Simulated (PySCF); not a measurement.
SMILES [BH]F (HBF), doublet at its B3LYP/def2-SVP optimised geometry (Å):

```
3

B     -0.2680    -0.5555     0.0000
F     -0.9488     0.5555     0.0000
H      0.9488    -0.5555     0.0000
```

Method: PySCF with unrestricted B3LYP/def2-TZVP. Cells within 0.4 Å of a nucleus heavier than hydrogen are left out (blank, or x).

Map of the deformation density (molecule minus spherical neutral atoms) (e/bohr³) on the plane z = 0.0 Å:

```
|000000000000000000000000000|
|000000000000000000000000000|
|000000000000000000000000000|
|000000000000000000000000000|
|000000000000000000000000000|
|000000000000000000000000000|
|000000000000000000000000000|
|000000000000000000000000000|
|000000000010000000000000000|
|000000002x41000000000000000|
|00000003xxx2000000000000000|
|00000014xxx2100000000000000|
|00000001xx45200000000000000|
|000000001476201221000000000|
|00000000135xx34554100000000|
|00000000013xxx7999300000000|
|00000000013xxx7898200000000|
|000000000135x44543100000000|
|000000001233322211000000000|
|000000001122111000000000000|
|000000001111100000000000000|
|000000000010000000000000000|
|000000000000000000000000000|
|000000000000000000000000000|
|000000000000000000000000000|
|000000000000000000000000000|
|000000000000000000000000000|
```
Scale: ten equal steps from -0.006 (start of '0') to 0.091 (end of '9'), in the order '0123456789'; x runs from -3.00 to 3.00, y from -3.00 (bottom) to 3.00 (top).
